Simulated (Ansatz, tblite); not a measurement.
Cost and result up the ladder for Te4Pb2⁺ (6 atoms). Total charge 1; doublet. Geometry: PBE-D4/def2-SVP.

```xyz
6

Pb    1.103   -1.125    1.723
Pb   -1.140    2.033   -0.127
Te    0.500    0.581   -2.207
Te    1.844    1.462    0.043
Te   -1.873   -0.748    1.213
Te   -0.433   -2.203   -0.644
```

Ansatz on 4 threads of Arm Neoverse V2 on a shared host; xTB runs through tblite on one thread. Times are rough, summed over both states, and most runs start from the orbitals of an earlier one. PBE0-D4/def2-TZVP serves as the yardstick here, not as an exact answer. The other state is a quartet at its own geometry, which has other bonds, so the gap mixes isomer and spin.

In the def2 sets Pb, Te take a core potential; there is no spin–orbit coupling. The xTB rows come from tblite. HSE06 is defined as in plane-wave codes, on full-range PBE exchange. Correlated methods freeze 24 core orbitals; core or outer-core shells of Pb, Te are correlated, in sets that lack core-valence functions. The structure comes from a short search, and lower isomers may exist.

Correlated methods converge slowly with the basis.

xTB has no spin-polarisation term.

```json
{"level": "GFN1-xTB", "functions": "44", "wall time": "0.013 s", "quartet − doublet (eV)": "2.56", "difference from PBE0-D4/def2-TZVP (eV)": "0.99"}
{"level": "GFN2-xTB", "functions": "44", "wall time": "0.018 s", "quartet − doublet (eV)": "2.19", "difference from PBE0-D4/def2-TZVP (eV)": "0.62"}
{"level": "revPBE-D4/def2-TZVP", "functions": "300", "wall time": "32 s", "quartet − doublet (eV)": "1.51", "difference from PBE0-D4/def2-TZVP (eV)": "-0.06"}
{"level": "PBE-D4/def2-TZVP (with forces)", "functions": "300", "wall time": "34 s", "quartet − doublet (eV)": "1.57", "difference from PBE0-D4/def2-TZVP (eV)": "0.01"}
{"level": "r2SCAN-D4/def2-TZVP", "functions": "300", "wall time": "77 s", "quartet − doublet (eV)": "1.50", "difference from PBE0-D4/def2-TZVP (eV)": "-0.07"}
{"level": "HSE06-D4/def2-TZVP", "functions": "300", "wall time": "83 s", "quartet − doublet (eV)": "1.56", "difference from PBE0-D4/def2-TZVP (eV)": "-0.01"}
{"level": "MP2/def2-TZVP", "functions": "300", "wall time": "2.1 min", "quartet − doublet (eV)": "1.82", "difference from PBE0-D4/def2-TZVP (eV)": "0.26"}
{"level": "PBE0-D4/def2-TZVP", "functions": "300", "wall time": "2.2 min", "quartet − doublet (eV)": "1.57", "difference from PBE0-D4/def2-TZVP (eV)": "0.00"}
```
